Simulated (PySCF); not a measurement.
This PySCF input asks for the NMR shieldings of `[Si@@H]1(CC=C)[SiH2][Si@@H](F)[Si@H]1C`, C4H13FSi4; the geometry comes from GFN2-xTB.

```python
import basis_set_exchange as bse
import numpy as np
from pyscf import gto, dft
from pyscf.prop import nmr

atoms = """
C    -2.730206    0.434009   -1.103179
C    -2.478545    0.062699    0.141003
C    -1.923267   -1.250540    0.536938
Si   -0.031686   -1.075776    0.863474
Si    0.453441    0.866905    2.138523
Si    1.307790    1.881998    0.193771
F     2.892061    2.229484    0.389671
Si    1.051185   -0.123211   -1.032140
C     2.731657   -0.948066   -1.399323
H    -3.104736    1.413733   -1.344929
H    -2.586914   -0.240951   -1.930935
H    -2.639296    0.761959    0.952638
H    -2.415174   -1.608196    1.440810
H    -2.094044   -1.985413   -0.249139
H     0.344225   -2.411366    1.377695
H     1.406787    0.680896    3.242228
H    -0.671348    1.546902    2.799610
H     0.862750    3.195662   -0.271636
H     0.362728   -0.070602   -2.337166
H     3.351990   -0.953249   -0.507686
H     2.623498   -1.976707   -1.731110
H     3.276695   -0.410785   -2.169967
"""
names = dict.fromkeys(["C", "Si", "F", "H"], "pcSseg-1")
basis = {el: gto.basis.parse(bse.get_basis(n, elements=[el], fmt="nwchem")) for el, n in names.items()}
mol = gto.M(atom=atoms, basis=basis, charge=0, verbose=0)
mf = dft.RKS(mol, xc="PBE0")
mf.grids.level = 2
mf.grids.alignment = dft.numint.BLKSIZE   # the property module wants whole blocks of grid points
mf.conv_tol = 1e-9
mf.kernel()

calc = nmr.RKS(mf)   # GIAO
C = mf.mo_coeff
Co = C[:, mf.mo_occ > 0]
resp = mf.gen_response(singlet=True, hermi=2)
def vind(x):   # induced exchange potential for any number of trial vectors
    d = np.einsum("pi,xij,qj->xpq", C, 2 * x.reshape(-1, C.shape[1], Co.shape[1]), Co, optimize=True)
    return np.einsum("xpq,pi,qj->xij", resp(d - d.transpose(0, 2, 1)), C, Co, optimize=True).ravel()
mo1, _ = nmr.rhf.solve_mo1(calc, with_cphf=vind)
sigma = calc.kernel(mo1)
for i, s in enumerate(sigma):   # ppm
    print("%2d %-2s %9.2f" % (i, mol.atom_pure_symbol(i), np.trace(s) / 3))
```

Task: What does it print?

Result: 
```
 0 C      67.15
 1 C      41.30
 2 C     164.02
 3 Si    400.77
 4 Si    443.11
 5 Si    294.14
 6 F     419.65
 7 Si    388.10
 8 C     196.12
 9 H      26.67
10 H      26.52
11 H      25.55
12 H      29.83
13 H      29.70
14 H      26.89
15 H      27.39
16 H      27.62
17 H      25.08
18 H      26.89
19 H      31.11
20 H      31.30
21 H      31.21
```

These numbers come from an equivalent density-fitted implementation of the same equations, which agrees with the script to about 0.01 ppm for H and up to a few tenths of a ppm for heavy atoms, so last digits may differ.

Task: Turn these shieldings into chemical shifts. δ = σ(ref) − σ, references computed at the same level: ¹³C (186.93 ppm), ²⁹Si (349.16 ppm), ¹H (31.72 ppm) against TMS; ¹⁹F (170.95 ppm) vs CFCl3.

Result: Averaging equivalent atoms: C 1: 145.6; C 0: 119.8; C 2: 22.9; C 8: -9.2; Si 5: 55.0; Si 7: -38.9; Si 3: -51.6; Si 4: -93.9; F 6: -248.7; H 17: 6.64; H 11: 6.17; H 10: 5.20; H 9: 5.05; H 14: 4.82; H 18: 4.82; H 15: 4.32; H 16: 4.10; H 13: 2.02; H 12: 1.89; H 19/20/21: 0.51 ppm. Unscaled 19F shifts against computed CFCl3 carry errors that often reach 10 to 50 ppm.

Size and cost of the density-fitted run: 246 basis functions, 79 s wall time on 1 thread of an Arm Neoverse V2, shared host; peak memory 1.2 GiB.
